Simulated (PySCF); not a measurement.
H₃F₄NSi₂, singlet, geometry from GFN2-xTB; PySCF with CASSCF(2,4)/STO-3G.

PySCF was given this input:
```python
from pyscf import gto, scf, mcscf
import numpy

mol = gto.Mole()
mol.atom = '''
    Si    1.502135    0.243902    0.253093
    F     2.717266   -0.038467   -0.740827
    F     1.301213    1.823792    0.195444
    N     0.127527   -0.499563   -0.454700
    Si   -1.526618   -0.147995   -0.165799
    F    -1.751344   -0.060487    1.409506
    F    -2.338070   -1.446962   -0.611202
    H     1.855693   -0.138060    1.592870
    H     0.314443   -1.231774   -1.121153
    H    -2.081645    1.023185   -0.787234
'''
mol.basis = 'sto-3g'
mol.charge = 0
mol.spin = 0
mol.verbose = 4
mol.build()

mf = scf.RHF(mol)
mf.kernel()
mc = mcscf.CASSCF(mf, 4, 2)
mc.kernel()
occ = numpy.linalg.eigvalsh(mc.fcisolver.make_rdm1(mc.ci, mc.ncas, mc.nelecas))[::-1]
ss = mc.fcisolver.spin_square(mc.ci, mc.ncas, mc.nelecas)[0]
print('natural occupations', occ.round(4), ' <S^2>', round(ss, 4))
```

It wrote (shortened):

```
PySCF version 2.14.0

[INPUT] verbose = 4
[INPUT] num. atoms = 10
[INPUT] num. electrons = 74
[INPUT] charge = 0
[INPUT] spin (= nelec alpha-beta = 2S) = 0
[INPUT] symmetry False subgroup None
[INPUT] Mole.unit = angstrom
[INPUT] Symbol           X                Y                Z      unit          X                Y                Z       unit  Magmom
[...]
nuclear repulsion = 497.713951668976
number of shells = 28
number of NR pGTOs = 138
number of NR cGTOs = 46
basis = sto-3g
ecp = {}

******** <class 'pyscf.scf.hf.RHF'> ********
method = RHF
initial guess = minao
damping factor = 0
level_shift factor = 0
DIIS = <class 'pyscf.scf.diis.CDIIS'>
diis_start_cycle = 1
diis_space = 8
diis_damp = 0
SCF conv_tol = 1e-09
SCF conv_tol_grad = None
SCF max_cycles = 50
direct_scf = True
direct_scf_tol = 1e-13
Set gradient conv threshold to 3.16228e-05
Initial guess from minao.
init E= -1019.2219542922
[...]
cycle= 1 E= -1018.79794548462  delta_E= 0.424  |g|= 0.627  |ddm|= 3.83
[...]
cycle= 2 E= -1018.98252154479  delta_E= -0.185  |g|= 0.114  |ddm|= 1.25
[...]
cycle= 3 E= -1018.98870557612  delta_E= -0.00618  |g|= 0.0354  |ddm|=  0.2
[...]
cycle= 4 E= -1018.98967043086  delta_E= -0.000965  |g|= 0.00639  |ddm|= 0.108
[...]
cycle= 5 E= -1018.98969557801  delta_E= -2.51e-05  |g|= 0.00165  |ddm|= 0.0163
[...]
cycle= 6 E= -1018.9896970958  delta_E= -1.52e-06  |g|= 0.000237  |ddm|= 0.00411
[...]
cycle= 7 E= -1018.9896971297  delta_E= -3.39e-08  |g|= 3.86e-05  |ddm|= 0.000601
[...]
cycle= 8 E= -1018.98969713087  delta_E= -1.17e-09  |g|= 1.04e-05  |ddm|= 0.000112
[...]
cycle= 9 E= -1018.98969713097  delta_E= -9.23e-11  |g|= 2.12e-06  |ddm|= 3.56e-05
[...]
Extra cycle  E= -1018.98969713097  delta_E=    0  |g|= 9e-07  |ddm|= 4.76e-06
converged SCF energy = -1018.98969713097

******** <class 'pyscf.mcscf.mc1step.CASSCF'> ********
CAS (1e+1e, 4o), ncore = 36, nvir = 6
max_cycle_macro = 50
max_cycle_micro = 4
conv_tol = 1e-07
conv_tol_grad = None
orbital rotation max_stepsize = 0.02
orbital rotation threshold for CI restart = 0.01
augmented hessian ah_max_cycle = 30
augmented hessian ah_conv_tol = 1e-12
augmented hessian ah_linear dependence = 1e-14
augmented hessian ah_level shift = 1e-08
augmented hessian ah_start_tol = 2.5
augmented hessian ah_start_cycle = 3
augmented hessian ah_grad_trust_region = 3
kf_trust_region = 3
kf_interval = 4
ci_response_space = 4
ci_grad_trust_region = 3
with_dep4 0
natorb = False
canonicalization = True
sorting_mo_energy = False
ao2mo_level = 2
internal_rotation = False
******** <class 'pyscf.fci.direct_spin1.FCISolver'> ********
max. cycles = 50
conv_tol = 1e-08
davidson only = False
linear dependence = 1e-12
level shift = 0.001
max iter space = 12
nroots = 1
pspace_size = 400
spin = None
CASCI E = -1018.99076315314  S^2 = 0.0000000
Set conv_tol_grad to 0.000316228
macro iter   1 ( 21 JK    4 micro), CASSCF E = -1018.99101267310  dE = -2.49519966e-04  S^2 = 0.0000000
               |grad[o]|=0.00303  |grad[c]|=0.00571  |ddm|=0.00104  |maxRot[o]|=0.108
macro iter   2 ( 21 JK    4 micro), CASSCF E = -1018.99135104303  dE = -3.38369932e-04  S^2 = 0.0000000
               |grad[o]|=0.00281  |grad[c]|=0.00634  |ddm|=0.00763  |maxRot[o]|=0.114
macro iter   3 ( 21 JK    4 micro), CASSCF E = -1018.99138797251  dE = -3.69294805e-05  S^2 = 0.0000000
               |grad[o]|=0.00241  |grad[c]|=0.0051  |ddm|=0.00305  |maxRot[o]|=0.0179
macro iter   4 ( 21 JK    4 micro), CASSCF E = -1018.99141641203  dE = -2.84395149e-05  S^2 = 0.0000000
               |grad[o]|=0.0022  |grad[c]|=0.00504  |ddm|=0.00284  |maxRot[o]|=0.0163
macro iter   5 ( 21 JK    4 micro), CASSCF E = -1018.99143913927  dE = -2.27272426e-05  S^2 = 0.0000000
               |grad[o]|=0.00204  |grad[c]|=0.00495  |ddm|=0.00249  |maxRot[o]|=0.0147
macro iter   6 ( 21 JK    4 micro), CASSCF E = -1018.99145740946  dE = -1.82701853e-05  S^2 = 0.0000000
               |grad[o]|=0.0019  |grad[c]|=0.00488  |ddm|=0.00224  |maxRot[o]|=0.0137
[...]
               |grad[o]|=0.00173  |grad[c]|=0.00517  |ddm|=0.00154  |maxRot[o]|=0.00285
macro iter  33 ( 21 JK    4 micro), CASSCF E = -1018.99154909967  dE = -8.86717544e-07  S^2 = 0.0000000
               |grad[o]|=0.00173  |grad[c]|=0.00519  |ddm|=0.00154  |maxRot[o]|=0.0029
macro iter  34 ( 21 JK    4 micro), CASSCF E = -1018.99154999441  dE = -8.94738491e-07  S^2 = 0.0000000
               |grad[o]|=0.00173  |grad[c]|=0.00522  |ddm|=0.00154  |maxRot[o]|=0.00295
macro iter  35 ( 21 JK    4 micro), CASSCF E = -1018.99155090208  dE = -9.07668209e-07  S^2 = 0.0000000
               |grad[o]|=0.00173  |grad[c]|=0.00524  |ddm|=0.00153  |maxRot[o]|=0.003
macro iter  36 ( 21 JK    4 micro), CASSCF E = -1018.99155182743  dE = -9.25347081e-07  S^2 = 0.0000000
               |grad[o]|=0.00173  |grad[c]|=0.00526  |ddm|=0.00153  |maxRot[o]|=0.00306
macro iter  37 ( 21 JK    4 micro), CASSCF E = -1018.99155277505  dE = -9.47619810e-07  S^2 = 0.0000000
               |grad[o]|=0.00173  |grad[c]|=0.00528  |ddm|=0.00153  |maxRot[o]|=0.00312
macro iter  38 ( 21 JK    4 micro), CASSCF E = -1018.99155374950  dE = -9.74456725e-07  S^2 = 0.0000000
               |grad[o]|=0.00172  |grad[c]|=0.0053  |ddm|=0.00153  |maxRot[o]|=0.00318
macro iter  39 ( 21 JK    4 micro), CASSCF E = -1018.99155475571  dE = -1.00620855e-06  S^2 = 0.0000000
               |grad[o]|=0.00172  |grad[c]|=0.00532  |ddm|=0.00153  |maxRot[o]|=0.00325
macro iter  40 ( 21 JK    4 micro), CASSCF E = -1018.99155579873  dE = -1.04301921e-06  S^2 = 0.0000000
               |grad[o]|=0.00172  |grad[c]|=0.00534  |ddm|=0.00153  |maxRot[o]|=0.00333
macro iter  41 ( 21 JK    4 micro), CASSCF E = -1018.99155688405  dE = -1.08532117e-06  S^2 = 0.0000000
               |grad[o]|=0.00172  |grad[c]|=0.00537  |ddm|=0.00153  |maxRot[o]|=0.00341
macro iter  42 ( 21 JK    4 micro), CASSCF E = -1018.99155801771  dE = -1.13366036e-06  S^2 = 0.0000000
               |grad[o]|=0.00172  |grad[c]|=0.00539  |ddm|=0.00152  |maxRot[o]|=0.00349
macro iter  43 ( 21 JK    4 micro), CASSCF E = -1018.99155920713  dE = -1.18941898e-06  S^2 = 0.0000000
               |grad[o]|=0.00172  |grad[c]|=0.00541  |ddm|=0.00152  |maxRot[o]|=0.00359
macro iter  44 ( 21 JK    4 micro), CASSCF E = -1018.99156045881  dE = -1.25167605e-06  S^2 = 0.0000000
               |grad[o]|=0.00172  |grad[c]|=0.00544  |ddm|=0.00151  |maxRot[o]|=0.00369
macro iter  45 ( 21 JK    4 micro), CASSCF E = -1018.99156178105  dE = -1.32223875e-06  S^2 = 0.0000000
               |grad[o]|=0.00172  |grad[c]|=0.00546  |ddm|=0.00151  |maxRot[o]|=0.00379
macro iter  46 ( 21 JK    4 micro), CASSCF E = -1018.99156318315  dE = -1.40210329e-06  S^2 = 0.0000000
               |grad[o]|=0.00172  |grad[c]|=0.00549  |ddm|=0.00151  |maxRot[o]|=0.00391
macro iter  47 ( 21 JK    4 micro), CASSCF E = -1018.99156467567  dE = -1.49251798e-06  S^2 = 0.0000000
               |grad[o]|=0.00172  |grad[c]|=0.00551  |ddm|=0.00151  |maxRot[o]|=0.00404
macro iter  48 ( 21 JK    4 micro), CASSCF E = -1018.99156627060  dE = -1.59493231e-06  S^2 = 0.0000000
               |grad[o]|=0.00172  |grad[c]|=0.00554  |ddm|=0.00151  |maxRot[o]|=0.00418
macro iter  49 ( 21 JK    4 micro), CASSCF E = -1018.99156798184  dE = -1.71123759e-06  S^2 = 0.0000000
               |grad[o]|=0.00172  |grad[c]|=0.00557  |ddm|=0.00151  |maxRot[o]|=0.00433
macro iter  50 ( 21 JK    4 micro), CASSCF E = -1018.99156982577  dE = -1.84393298e-06  S^2 = 0.0000000
               |grad[o]|=0.00172  |grad[c]|=0.00561  |ddm|=0.00151  |maxRot[o]|=0.0045
1-step CASSCF not converged,  50 macro (1050 JK 200 micro) steps
CASSCF canonicalization
Density matrix diagonal elements [1.99660033e+00 3.15144352e-03 1.84053548e-04 6.41739052e-05]
CASSCF energy = -1018.99156982577
CASCI E = -1018.99156982577  E(CI) = -1.41629321899939  S^2 = 0.0000000
natural occupations [1.9966e+00 3.3000e-03 1.0000e-04 0.0000e+00]  <S^2> 0.0
```

Convergence was not reached.
